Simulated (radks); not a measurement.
Charge is removed step by step from the 4d up level of Zr, starting from [Kr] 4d(up 2, down 0) 5s2. Method: scalar-relativistic Kohn-Sham, PBE, spin-polarised, spherical densities, finite nucleus; Fermi nuclear charge, rms radius 4.2694 fm; computed with a radial shooting solver on a logarithmic mesh with Libxc functionals.

[
 {"removed (e)": "0", "E - E(0) (eV)": "0.000", "eigenvalue (eV)": "-4.058", "E minus straight line (eV)": "0.000"},
 {"removed (e)": "0.1", "E - E(0) (eV)": "0.443", "eigenvalue (eV)": "-4.800", "E minus straight line (eV)": "-0.364"},
 {"removed (e)": "0.2", "E - E(0) (eV)": "0.961", "eigenvalue (eV)": "-5.564", "E minus straight line (eV)": "-0.653"},
 {"removed (e)": "0.3", "E - E(0) (eV)": "1.557", "eigenvalue (eV)": "-6.351", "E minus straight line (eV)": "-0.865"},
 {"removed (e)": "0.4", "E - E(0) (eV)": "2.232", "eigenvalue (eV)": "-7.159", "E minus straight line (eV)": "-0.996"},
 {"removed (e)": "0.5", "E - E(0) (eV)": "2.989", "eigenvalue (eV)": "-7.988", "E minus straight line (eV)": "-1.046"},
 {"removed (e)": "0.6", "E - E(0) (eV)": "3.831", "eigenvalue (eV)": "-8.836", "E minus straight line (eV)": "-1.012"},
 {"removed (e)": "0.7", "E - E(0) (eV)": "4.758", "eigenvalue (eV)": "-9.703", "E minus straight line (eV)": "-0.892"},
 {"removed (e)": "0.8", "E - E(0) (eV)": "5.772", "eigenvalue (eV)": "-10.588", "E minus straight line (eV)": "-0.685"},
 {"removed (e)": "0.9", "E - E(0) (eV)": "6.876", "eigenvalue (eV)": "-11.491", "E minus straight line (eV)": "-0.388"},
 {"removed (e)": "1", "E - E(0) (eV)": "8.071", "eigenvalue (eV)": "-12.410", "E minus straight line (eV)": "0.000"}
]

Removing the whole electron costs 8.071 eV by Delta-SCF, against 4.058 eV from minus the eigenvalue at the starting occupation. Slater's transition state (half an electron removed) gives 7.988 eV. Integrating minus the eigenvalue over the occupation (Janak's theorem) gives 8.070 eV. In this scalar-relativistic scheme the density is built from large components alone, so the theorem holds only approximately. The mean slope of the eigenvalue, de/dn, is 8.35 eV per electron.
